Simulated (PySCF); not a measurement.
C₄H₇O₂, SMILES O1CCO[CH]C1, multiplicity 2.

Coordinates come from a B3LYP-D3(BJ)/def2-SVP optimisation. The isomer is the one that the SMILES or the coordinates give; other isomers of the formula were not compared. The values are those of a single conformer.

Level of theory: B3LYP/def2-TZVP (PySCF).

Gas-phase values at a fixed geometry.

Q: Estimate the frontier levels, dipole moment and polarisability. (Estimate from the structure and the level; the computed values follow.)

A: 
The α spin, highest occupied and lowest empty level comes out as -4.89 and 1.18 eV and the β spin, highest occupied and lowest empty level comes out as -7.18 and -1.25 eV. The dipole moment is 0.91 D, the quadrupole, principal values (traceless, Buckingham form, about the centre of nuclear charge) is -7.72, -1.15, 8.87 D·Å and the mean static polarisability comes out as 54.6 bohr³ (8.10 Å³). The polarisability, principal values is 46.9, 53.1, 63.9 bohr³. The ⟨S²⟩ is 0.754 (pure state 0.75).
